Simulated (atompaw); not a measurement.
**Xe (Z = 54): one change to a PAW (atompaw) potential, before and after**

```json
{
 "Element": "Xe (Z = 54)",
 "Generator": "atompaw 4.2.0.5",
 "Type": "PAW",
 "Functional": "PBEsol",
 "Relativity": "scalar-relativistic",
 "Frozen core": "[Kr] 4d10",
 "Valence charge": "8",
 "Reference configuration": "5s2 5p6",
 "Partial waves": "5s (bound): rc 1.65 bohr; 5s channel at -0.9 Ry: rc 1.65 bohr; 5p (bound): rc 1.85 bohr; 5p channel at 2.85 Ry: rc 1.85 bohr",
 "Local potential": "bessel scheme, radius 1.65 bohr",
 "Core correction": "smooth core density matched at 1.35 bohr",
 "Augmentation charge": "gaussian compensation charge, radius 1.55 bohr; PAW radius 1.85 bohr; waves and projectors: custom rrkj gramschmidtortho"
}
```

All-electron outer shells of the reference configuration (PBEsol, scalar-relativistic, ld1.x):

```tsv
shell	level (eV)	outermost node (bohr)	outermost maximum (bohr)
4p	-141.07	0.36	0.69
4d	-59.31	0.34	0.75
5s	-19.78	0.85	1.63
5p	-8.24	0.92	1.91
```

Change: all radii scaled by about 0.75 (s 1.24, p 1.38 bohr); local potential bessel scheme, radius 1.24 bohr; augmentation gaussian compensation charge, radius 1.16 bohr; PAW radius 1.38 bohr; waves and projectors: custom rrkj gramschmidtortho; core correction smooth core density matched at 1.02 bohr.

Cutoffs: the cutoffs (Ry, on a coarse ladder) from which the occupation-weighted sum of valence levels, in a spherical-Bessel basis at the reference potential, stays within 10 and 1 mRy of its value at 400 Ry; they do not see the model core or the augmentation charge, which bear on the density cutoff.

Q: What does the change do?

A: The potential gets harder (15 Ry and 30 Ry → 60 Ry and 100 Ry); a bound ghost appears in d, p, s, which as a rule spoils a file. A smaller radius makes the pseudo-wave follow the all-electron one further in, where it bends more sharply, so more plane waves are needed.

```csv
quantity,base,changed
"cutoff, loose",15 Ry,60 Ry
"cutoff, tight",30 Ry,100 Ry
loose cutoff by channel (10 mRy a level),"s 12 Ry, p 6 Ry","s 55 Ry, p 30 Ry"
bound ghosts,none,"s, p, d"
lowest overlap eigenvalue by channel,"s 0.43, p 0.53","s 0.05, p 0.73"
```

 A true bound ghost makes a file unfit for plane-wave use even where its test errors are small: the radial tests pick states by their node count and pass the ghost by. The cutoffs see the waves, projectors and local potential, not the compensation charge or the core.
